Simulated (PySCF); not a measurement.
## Correlation energy of Ru+ (ruthenium, charge +1)

[Kr] 4d6 5s1, high-spin 6D determinant (an excited configuration). Calculation: PySCF 2.14, in aug-cc-pVDZ-PP with ECP28MDF; a scalar-relativistic core potential. Frozen: 4s2 4p6; 7 electrons correlated.

```csv
level,correlation energy (mhartree)
CCSD,-110.45
(T),-1.81
CCSD(T),-112.26
```

Diagnostics: T1 = 0.0084, D1 = 0.0224, largest double amplitude 0.022.

Cost of the coupled-cluster step: roughly 2.6 core-seconds, for 7 correlated electrons.

Iterations:

```
CC2 = 0
CCSD nocc = (np.int64(6), np.int64(1)), nmo = (50, 50)
frozen orbitals [[0, 1, 2, 3], [0, 1, 2, 3]]
max_cycle = 100
direct = 0
conv_tol = 1e-08
conv_tol_normt = 1e-06
diis_space = 8
diis_start_cycle = 0
Init t2, MP2 energy = -0.102636093127236
Init E_corr(UCCSD) = -0.102636093127638
cycle = 1  E_corr(UCCSD) = -0.108890054771849  dE = -0.00625396164  norm(t1,t2) = 0.0277537
cycle = 2  E_corr(UCCSD) = -0.109937691391662  dE = -0.00104763662  norm(t1,t2) = 0.00973506
cycle = 3  E_corr(UCCSD) = -0.110439022982152  dE = -0.00050133159  norm(t1,t2) = 0.00427159
cycle = 4  E_corr(UCCSD) = -0.110438282751138  dE = 7.40231013e-07  norm(t1,t2) = 0.000935064
cycle = 5  E_corr(UCCSD) = -0.110442866979341  dE = -4.5842282e-06  norm(t1,t2) = 0.00030785
cycle = 6  E_corr(UCCSD) = -0.110446440557959  dE = -3.57357862e-06  norm(t1,t2) = 8.79454e-05
cycle = 7  E_corr(UCCSD) = -0.110446114638575  dE = 3.25919384e-07  norm(t1,t2) = 2.32728e-05
cycle = 8  E_corr(UCCSD) = -0.110446056026774  dE = 5.8611801e-08  norm(t1,t2) = 5.53604e-06
cycle = 9  E_corr(UCCSD) = -0.110446061692857  dE = -5.66608341e-09  norm(t1,t2) = 1.669e-06
cycle = 10  E_corr(UCCSD) = -0.110446060886984  dE = 8.05873063e-10  norm(t1,t2) = 4.97161e-07
UCCSD converged
E(UCCSD) = -93.67680701746022  E_corr = -0.1104460608869841
UCCSD(T) correction = -0.00180564256624035
```
